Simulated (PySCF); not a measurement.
Species: C2H7F3OSi2.
InChI=1S/C2H7F3OSi2/c1-6-8(7)2(3,4)5/h8H,1,7H3/t8-/m0/s1

Torsions of this conformer, `[CH3:1][O:2][Si@@H:3]([SiH3:4])[C:5]([F:6])([F:7])[F:8]`: C1–O2–Si3–Si4 177°, O2–Si3–C5–F6 -61°.

The closed-shell ground state was solved at several levels (PySCF, density fitting, gas phase, non-relativistic). One conformer (not necessarily the lowest) at the PBE0-D3(BJ)/def2-SVP geometry, without solvent, vibrations or thermal averaging.

```json
{"level": "B3LYP/def2-SVPD", "basis functions": "236", "total energy (Eh)": "-1033.7345", "HOMO (eV)": "-8.27", "LUMO (eV)": "-0.65", "gap (eV)": "7.62", "dipole (D)": "2.07"}
{"level": "PBE0/pcSseg-1", "basis functions": "185", "total energy (Eh)": "-1033.4279", "HOMO (eV)": "-8.42", "LUMO (eV)": "-0.37", "gap (eV)": "8.05", "dipole (D)": "1.97"}
```

(1) What might KT3/pcSseg-1 (185 basis functions) give for the same quantities?

(2) Over all these levels, which gives the widest orbital gap and which the narrowest?

(3) How far do the dipole and the HOMO energy spread over the levels?

## Answers

(1) Total energy -1044.4897 Eh, HOMO -7.03 eV, LUMO -1.22 eV, gap 5.81 eV, dipole 1.79 D.

(2) PBE0/pcSseg-1 (global hybrid, 25 % exact exchange) has the widest, 8.05 eV, and KT3/pcSseg-1 (GGA) the narrowest, 5.81 eV. The two share the basis. From the narrowest to the widest the HOMO moves by -1.39 eV and the LUMO by +0.85 eV.

(3) The dipole runs from 1.79 to 2.07 D (mean 1.94 D) and the HOMO from -8.42 to -7.03 eV.
